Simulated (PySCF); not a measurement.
Gas-phase reaction: GeS + 4 H → GeH2 + H2S

Energies from PySCF, thermal terms from the rigid-rotor harmonic-oscillator model, ideal gas at 1 bar. † marks an energy on the PBE0/def2-TZVP geometry and frequencies; other levels use their own. CCSD(T) freezes the core. 6-31G* has spherical d functions here. Open shells (unrestricted): H (multiplicity 2); the rest are closed-shell singlets. B3LYP is the form with VWN-RPA correlation. Ge: all electrons, no relativistic terms. GeH2: computed as isolated molecules; such fragments, hydroxides, amides, oligomers or adducts are transient or little studied in the gas. CCSD(T) isn't extrapolated to the basis-set limit. Warning, large T1 diagnostic: GeS (CCSD(T)/def2-SVP†).

```tsv
level	ΔH°(298 K), kJ
B3LYP/6-31G*	-744
CCSD(T)/def2-SVP†	[?]
CCSD(T)/def2-TZVPP†	-752
HF/6-31G*	-558
M06-2X/def2-TZVP†	-744
PBE0/def2-TZVP	[?]
r2SCAN/def2-TZVP†	-732
ωB97M-V/def2-TZVP†	[?]
ωB97X-V/def2-TZVP†	[?]
```

Task: Complete the blanks.

Result: 
- CCSD(T)/def2-SVP†, ΔH°(298 K), kJ: -711
- PBE0/def2-TZVP, ΔH°(298 K), kJ: -725
- ωB97M-V/def2-TZVP†, ΔH°(298 K), kJ: -760
- ωB97X-V/def2-TZVP†, ΔH°(298 K), kJ: -763
